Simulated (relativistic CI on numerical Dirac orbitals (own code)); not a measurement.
Electric-dipole lines of Tb²⁸⁺

Computed by Dirac-Coulomb-Breit CI, separate exchange-only KLI orbitals for each configuration, model QED, unscaled Slater integrals (own radial code, finite nucleus).

CI space (outside the closed core [Ar] 3d10): 4s²4p⁶4d, 4s²4p⁵4d², 4s²4p⁶4f, 4s4p⁶4d², 4s²4p⁵4d4f, 4s4p⁶4d4f, 4s²4p⁶5s, 4s²4p⁶5p, 4s²4p⁶5d, 4p⁶4d³, 4p⁵4d⁴, 4p⁵4d³4f, 4s4p⁶4f², 4s4p⁵4f³, 4p⁶4f³. Double excitations out of closed p, d and f shells are left out; levels of such configurations are missing from the list, as are those of other unlisted configurations, and high levels can miss mixing partners.

```csv
λ vac (nm),Lower,Upper,A (s⁻¹),log gf,S velocity/length
6.3424,4s²4p⁶4d ²D3/2 [1],4s²4p⁵4d² ²D°3/2 [45],2.46e+12,0.77,0.67
6.4636,4s²4p⁶4d ²D5/2 [2],4s²4p⁵4d² ²F°7/2 [49],1.83e+12,0.96,0.74
6.4692,4s²4p⁶4f ²F°7/2 [33],4s²4p⁵4d4f ²D5/2 [179],1.02e+12,0.58,0.55
6.4790,4s²4p⁶4d ²D5/2 [2],4s²4p⁵4d² ²P°3/2 [48],1.69e+12,0.63,0.77
6.4941,4s²4p⁶4d ²D5/2 [2],4s²4p⁵4d² ²D°5/2 [47],2.17e+12,0.92,0.66
6.5455,4s²4p⁶4f ²F°7/2 [33],4s²4p⁵4d4f ²F7/2 [177],9.00e+11,0.66,0.67
6.5881,4s²4p⁶4d ²D3/2 [1],4s²4p⁵4d² ²P°1/2 [41],1.35e+12,0.24,0.78
6.8147,4s²4p⁶4d ²D3/2 [1],4s²4p⁵4d² ²F°5/2 [39],1.60e+12,0.82,0.76
7.0323,4s²4p⁶4f ²F°7/2 [33],4s²4p⁵4d4f ²G9/2 [160],5.06e+11,0.57,0.72
7.1322,4s²4p⁵4d² ⁴G°11/2 [13],4s²4p⁵4d4f ²I13/2 [126],1.90e+11,0.31,0.86
7.2276,4s²4p⁵4d² ⁴D°1/2 [3],4s²4p⁵4d4f ⁴F3/2 [89],3.52e+11,0.04,0.75
7.2479,4s²4p⁵4d² ⁴D°3/2 [4],4s²4p⁵4d4f ⁴F3/2 [89],3.38e+11,0.03,0.72
7.2758,4s²4p⁵4d² ⁴F°5/2 [5],4s²4p⁵4d4f ⁴D5/2 [97],1.92e+11,-0.04,0.73
7.2866,4s²4p⁵4d² ⁴F°5/2 [5],4s²4p⁵4d4f ²F7/2 [96],3.03e+11,0.29,0.82
7.3852,4s²4p⁵4d² ²G°9/2 [24],4s²4p⁵4d4f ²H11/2 [135],7.06e+11,0.84,0.82
7.4168,4s²4p⁵4d² ²F°5/2 [39],4s²4p⁵4d4f ²G7/2 [171],1.19e+12,0.89,0.84
7.4488,4s²4p⁵4d² ⁴G°7/2 [6],4s²4p⁵4d4f ⁴H9/2 [88],4.60e+11,0.58,0.94
7.4527,4s²4p⁵4d² ⁴D°7/2 [9],4s²4p⁵4d4f ⁴F9/2 [106],2.05e+11,0.23,0.86
7.4534,4s²4p⁵4d² ²D°3/2 [11],4s²4p⁵4d4f ²F5/2 [109],4.54e+11,0.36,0.79
7.4618,4s²4p⁵4d² ²H°11/2 [20],4s²4p⁵4d4f ²I13/2 [126],6.96e+11,0.91,0.89
7.5120,4s²4p⁵4d² ⁴G°7/2 [34],4s²4p⁵4d4f ⁴H9/2 [157],5.04e+11,0.63,0.89
7.5186,4s²4p⁵4d² ²G°9/2 [43],4s²4p⁵4d4f ²I11/2 [174],6.15e+11,0.80,0.85
7.5236,4s²4p⁵4d² ⁴G°9/2 [10],4s²4p⁵4d4f ⁴H11/2 [101],4.07e+11,0.62,0.94
7.5351,4s²4p⁵4d² ²G°7/2 [14],4s²4p⁵4d4f ⁴G9/2 [111],4.43e+11,0.58,0.87
7.5451,4s²4p⁵4d² ²G°9/2 [38],4s²4p⁵4d4f ²H11/2 [164],5.17e+11,0.72,0.89
7.5798,4s²4p⁵4d² ⁴P°3/2 [8],4s²4p⁵4d4f ⁴D5/2 [97],2.80e+11,0.16,0.93
7.5873,4s²4p⁵4d² ²D°5/2 [35],4s²4p⁵4d4f ²F7/2 [155],4.76e+11,0.52,0.89
7.5976,4s²4p⁵4d² ⁴G°11/2 [13],4s²4p⁵4d4f ⁴H13/2 [103],3.86e+11,0.67,0.94
7.6062,4s²4p⁵4d² ⁴G°9/2 [10],4s²4p⁵4d4f ²H11/2 [95],1.26e+11,0.12,0.95
7.6187,4s²4p⁵4d² ²F°7/2 [16],4s²4p⁵4d4f ²G9/2 [116],2.27e+11,0.30,0.86
7.6267,4s²4p⁵4d² ⁴D°7/2 [40],4s²4p⁵4d4f ²G9/2 [169],6.71e+11,0.77,0.77
7.6385,4s²4p⁵4d² ⁴F°9/2 [18],4s²4p⁵4d4f ⁴G11/2 [117],5.45e+11,0.76,0.87
7.6675,4s²4p⁵4d² ⁴G°11/2 [13],4s²4p⁵4d4f ⁴H13/2 [98],1.65e+11,0.31,0.97
7.6822,4s²4p⁵4d² ⁴D°3/2 [4],4s²4p⁵4d4f ⁴F5/2 [71],1.81e+11,-0.02,0.99
7.7392,4s²4p⁵4d² ²F°7/2 [49],4s²4p⁵4d4f ²G9/2 [180],1.18e+12,1.03,0.86
7.9333,4s²4p⁶4d ²D5/2 [2],4s²4p⁶4f ²F°7/2 [33],1.73e+11,0.12,0.98
7.9532,4s²4p⁵4d² ⁴F°5/2 [30],4s²4p⁵4d4f ²F7/2 [137],4.25e+11,0.51,0.87
8.0471,4s²4p⁶4d ²D3/2 [1],4s²4p⁵4d² ²P°1/2 [28],3.63e+11,-0.15,0.72
8.1691,4s²4p⁶4f ²F°7/2 [33],4s²4p⁵4d4f ²H9/2 [140],3.47e+11,0.54,0.75
8.2284,4s²4p⁶4d ²D5/2 [2],4s²4p⁵4d² ²P°3/2 [31],2.70e+11,0.04,0.75
8.2728,4s²4p⁶4d ²D5/2 [2],4s²4p⁵4d² ⁴F°5/2 [30],2.52e+11,0.19,0.59
8.4935,4s²4p⁶4d ²D3/2 [1],4s²4p⁵4d² ⁴F°3/2 [26],1.89e+11,-0.09,0.59
8.6862,4s²4p⁶4d ²D3/2 [1],4s²4p⁵4d² ²F°5/2 [23],9.36e+10,-0.20,0.39
9.7145,4s²4p⁵4d² ⁴G°11/2 [13],4s4p⁶4d² ⁴F9/2 [56],1.32e+11,0.27,1.11
9.8647,4s²4p⁵4d² ⁴G°9/2 [10],4s4p⁶4d² ⁴F7/2 [53],1.20e+11,0.15,1.08
```

Terms are leading LS components. Brackets give the number of a level in order of energy, since labels repeat. The list gives strong lines, with weight on those to low levels, among the lowest 200 of 2142 levels, so that lines to higher ones, which can be the strongest, are missing. Levels whose partners in the same complex of configurations lie outside the list can be far off, and so can their lines. Rates are taken at the computed energies, electric ones in the length gauge. A velocity-to-length ratio far from 1 marks an uncertain rate.

At this charge energies of transitions that change n are usually good to better than 1 %, and those within a shell (Δn = 0) to a few per cent.

LS names give the leading component of a level, which can be under half, so a name can repeat, a term be missing and a line seem to break the LS rules.
